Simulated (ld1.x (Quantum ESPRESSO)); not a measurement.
**C (Z = 6): one change to a TM potential, before and after**

```
Element                 : carbon (C)
Generator               : ld1.x (Quantum ESPRESSO) 7.5
Type                    : norm-conserving Troullier–Martins (Kleinman–Bylander form)
Functional              : PBE
Relativity              : scalar-relativistic
Frozen core             : [He]
Valence charge          : 4
Reference configuration : 2s2 2p1 (charge +1)
Partial waves           : 2s (bound): rc 0.85 bohr; 3d channel at -0.2 Ry: rc 1.90 bohr; 2p (bound): rc 2.15 bohr
Local potential         : the p channel
Core correction         : none
```

Change: local potential the s channel.

Cutoffs: the cutoffs (Ry, on a coarse ladder) from which the occupation-weighted sum of valence levels, in a spherical-Bessel basis at the reference potential, stays within 10 and 1 mRy of its value at 400 Ry; they do not see the model core or the augmentation charge, which bear on the density cutoff. Errors are all-electron minus pseudo energies relative to the spin-unpolarised reference configuration.

Problem. What does the change do?

Solution. The potential gets neither clearly harder nor softer (80 Ry and 200 Ry → 80 Ry and 200 Ry); of the 7 tests that both files solve, the error grows in 4 and shrinks in 0 by more than 15 % and 0.3 meV (median size 18.9 → 43.4 meV); the range in which the d phases agree widens (upper end 3.5 → at the end of the scan); neither file shows a bound ghost.

| quantity | base | changed |
| --- | --- | --- |
| cutoff, loose | 80 Ry | 80 Ry |
| cutoff, tight | 200 Ry | 200 Ry |
| bound ghosts | none | none |
| error for 2s2 2p2, meV [ΔE -10.86 eV] | +16 | +35 |
| error for 2s2 2p0, meV [ΔE 24.16 eV] | +157 | +169 |
| error for 2s1 2p0, meV [ΔE 72.35 eV] | +433 | +457 |
| error for 2s2 2p2.3, meV [ΔE -12.02 eV] | +14 | +43 |
| error for 2s2 2p1.5, meV [ΔE -6.90 eV] | +9.3 | +14 |
| error for 2s1 2p2, meV [ΔE 8.75 eV] | +19 | +19 |
| error for 2s1 2p3, meV [ΔE -2.38 eV] | +88 | +105 |
| s: phases at 2.34 bohr within 0.05 rad from the reference energy up to (Ry; the scan ends near 5) | 0.7 | 1.5 |
| p: phases at 2.34 bohr within 0.05 rad from the reference energy up to (Ry; the scan ends near 5) | 0.5 | 0.9 |
| d: phases at 2.34 bohr within 0.05 rad from the reference energy up to (Ry; the scan ends near 5) | 3.5 | to the end of the scan |
